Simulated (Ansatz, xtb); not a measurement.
**Isomers of C5H5BrSe in order of energy**

4 gas-phase structures of C5H5BrSe, from a drawn sample of its isomers (lower ones may exist). Each was relaxed with GFN2-xTB:

A. `C=C1CC=C(Br)[Se]1`, a singlet
B. `BrC1=CC=CC[Se]1`, a singlet
C. `BrC1=CC[Se]C=C1`, a singlet
D. `Cc1cc(Br)c[se]1`, a singlet

**Question.** Which do you expect lowest at r2SCAN-D4/def2-SVP, and how would the others follow?

**Answer.** Calculated order at r2SCAN-D4/def2-SVP: D (0.000), C (0.647), B (0.680), A (0.907) eV. Less than 1 kcal/mol parts C and B, so the order within that pair means little.

Energies above the lowest of each column, in eV; the last columns are at PBE-D3(BJ)/def2-SVP geometries and were run for some of them only (a dash: not run or not comparable):

```csv
structure,GFN2-xTB,HF/STO-3G,r2SCAN-D4/def2-SVP,PBE-D3(BJ)/def2-SVP,CCSD(T)/def2-SVP + ΔMP2/def2-TZVPP
D,0.000,0.000,0.000,0.000,0.000
C,0.634,0.741,0.647,0.629,0.632
B,0.738,0.756,0.680,0.651,0.669
A,0.801,0.697,0.907,–,–
```

Every level run on D puts it lowest or level with the lowest. Frequencies (GFN2-xTB) were run for B, C, D alone. ΔMP2 is the change of the MP2 energy from the smaller to the larger basis.

Over these structures GFN2-xTB departs from r2SCAN-D4/def2-SVP by 0.046 eV on average once a common shift is removed. A GFN2-xTB relaxation took about 0.085 s and the r2SCAN-D4/def2-SVP energy about 2.8 s on a shared host (Ansatz 0.2.0, xtb 6.7.1).
